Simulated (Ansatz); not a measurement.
`BC(=C)N1C[SiH2]1` at its PBE0-D4/def2-TZVP geometry, where that method's forces vanish. The species carries charge 0 and has multiplicity 1.

```xyz
14

B     0.9908   -1.8060   -0.0279
C     0.8517   -0.2715   -0.0511
C     1.9741    0.4584    0.1347
N    -0.3657    0.3300   -0.3019
C    -1.7133   -0.2357   -0.1650
Si   -1.4651    1.5823    0.0248
H     2.0667   -2.2764    0.1914
H     0.0548   -2.5252   -0.2243
H     2.9181   -0.0410    0.3000
H     1.9738    1.5456    0.1152
H    -1.8976   -0.8318    0.7312
H    -2.1372   -0.6801   -1.0649
H    -1.7473    2.5691   -1.0416
H    -1.5039    2.1821    1.3793
```

Question: What forces (eV/Å) does r2SCAN-D4/def2-TZVPP give on these atoms in the Gaussian-basis code of Ansatz? (An estimate is asked.)

Answer: Ansatz gave: 
```
B1  -0.020 -0.087 -0.004
C2  -0.045 -0.270  0.018
C3   0.277  0.202  0.048
N4   0.116  0.081 -0.092
C5  -0.230 -0.137  0.024
Si6 -0.073  0.184  0.025
H7  -0.041  0.019 -0.008
H8   0.023  0.027  0.002
H9  -0.026  0.016 -0.008
H10 -0.003  0.006 -0.001
H11  0.011 -0.010  0.001
H12  0.005  0.001 -0.001
H13  0.004 -0.016  0.011
H14  0.002 -0.015 -0.014
```
